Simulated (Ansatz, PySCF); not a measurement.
Reaction R1 + R2 → P1 + P2, each structure at its B3LYP-D3(BJ)/def2-TZVP stationary point, reached from a drawn start (curvature not checked).
R1, F6W (SMILES [F][W]([F])([F])([F])([F])[F]) (charge 0, multiplicity 1):
```csv
atom,x (Å),y (Å),z (Å)
W,0.0000,0.0000,0.0000
F,1.6780,-0.6717,0.3741
F,-0.4492,-0.1267,1.7857
F,-0.6241,-1.7145,-0.2786
F,0.6240,1.7145,0.2790
F,0.4492,0.1270,-1.7857
F,-1.6780,0.6715,-0.3746
```
P1: F5HW (SMILES [F][WH]([F])([F])([F])[F]), charge 0, multiplicity 1.
R2: F3HSi (SMILES F[SiH](F)F), charge 0, multiplicity 1.
P2, SiF4 (SMILES F[Si](F)(F)F) (charge 0, multiplicity 1, Z-matrix in Å and degrees):
```
Si
F 1 1.5673
F 1 1.5673 2 109.47
F 1 1.5673 2 109.47 3 -120.00
F 1 1.5673 2 109.47 4 -120.00
```

P less R. No zero-point or thermal terms; no spin–orbit coupling.

Codes used: Ansatz (an electronic-structure program); PySCF for the D3/D4 terms. Each number belongs to the level named beside it. Elements past Kr take the def2 small-core potentials, without spin–orbit coupling.

Q: What is the computed reaction energy (BHLYP-D4/def2-TZVPP)?

A: 5.3 kcal/mol

Q: What is the computed reaction energy (CAM-B3LYP-D3(BJ)/def2-TZVPP)?

A: 8.2 kcal/mol

Q: Give the reaction energy at the level r2SCAN/def2-TZVPP.

A: 10.2 kcal/mol
